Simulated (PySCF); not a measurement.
CdSe, SMILES [Se]=[Cd].

Geometry: B3LYP-D3(BJ)/def2-TZVP. The def2 effective core potentials stand for the cores of Cd; spin–orbit coupling is left out.

Two levels are set side by side: PBE/def2-TZVPD (PySCF) and HF/def2-TZVPD (PySCF). Same geometry, gas phase. Differences are taken from unrounded values.

```json
[
 {"quantity": "orbital gap (eV)", "HF": "6.62", "PBE": "0.25", "PBE minus HF": "-6.37"},
 {"quantity": "highest occupied level (eV)", "HF": "-8.16", "PBE": "-5.13", "PBE minus HF": "3.03"},
 {"quantity": "lowest empty level (eV)", "HF": "-1.54", "PBE": "-4.88", "PBE minus HF": "-3.34"},
 {"quantity": "dipole moment (D)", "HF": "7.48", "PBE": "5.22", "PBE minus HF": "-2.26"},
 {"quantity": "mean polarisability (bohr³)", "HF": "86.3", "PBE": "77.6", "PBE minus HF": "-8.7"}
]
```

Without exact exchange PBE keeps part of each electron's self-repulsion, which lifts occupied levels and narrows the gap. Differences between two approximate levels are no errors against the true value.

Rough cost on one machine, each run with all the roots and properties that it gave: HF against PBE about 1/3.
